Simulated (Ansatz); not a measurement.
`C#[C][GeH]([CH3])[F]` → `C#C` + `[CH3][Ge][F]` at 600 K and 1 bar (germylene formation by 1,1-elimination).

Isolated molecules relaxed with PBE0-D4/def2-TZVP in Ansatz; ΔE leaves out vibrations. CCSD(T)/CBS is the MP2 limit (def2-TZVPP, def2-QZVPP) plus CCSD(T) − MP2 in def2-TZVPP, frozen cores. This one scheme is used for every species. For Ge outer-core shells are correlated without core-valence functions, which leaves a few kJ/mol of doubt a bond. Scalar relativity is left out up to krypton.

```csv
species,CCSD(T)/CBS energy (Eh),H − E (kJ/mol),S (J/(mol·K))
`C#[C][GeH]([CH3])[F]`,-2293.05688,236.1,447.1
`C#C`,-77.22717,96.2,235.4
`[CH3][Ge][F]`,-2215.78112,135.6,354.9
```

H − E and S are ideal-gas, rigid-rotor, harmonic terms from PBE0-D4/def2-TZVP, for one conformer and one mirror image of each species. 1 Eh = 2625.50 kJ/mol, R = 8.31446 J/(mol·K).

Q: By hand: ΔE, ΔH, ΔS and ΔG.

A: ΔE = (-77.22717) + (-2215.78112) − (-2293.05688) = 0.04859 Eh = 127.6 kJ/mol. Δ(H − E) = 96.2 + 135.6 − 236.1 = -4.3, so ΔH = 123.3 kJ/mol. ΔS = 235.4 + 354.9 − 447.1 = 143.2 J/(mol·K). ΔG = 123.3 − 600 × (143.2)/1000 = 37.4 kJ/mol.

Q: By hand: the equilibrium constant, and the temperature at which ΔG would vanish if ΔH and ΔS stayed fixed.

A: log₁₀ K = −ΔG/(RT ln 10) = -3.3. ΔG = 0 at ΔH/ΔS = 861 K.

The number of gas molecules changes by +1, which sets the sign of ΔS. A doubt of 5 kJ/mol in ΔE shifts log₁₀ K by 0.4 here. Other conformers and mirror images would add mixing entropy, several J/(mol·K) or more a flexible species. These are equilibria of isolated gas molecules and say nothing of rates. Largest T1 diagnostic: 0.013 (customary marks: 0.02 for closed shells, 0.045 for open ones).
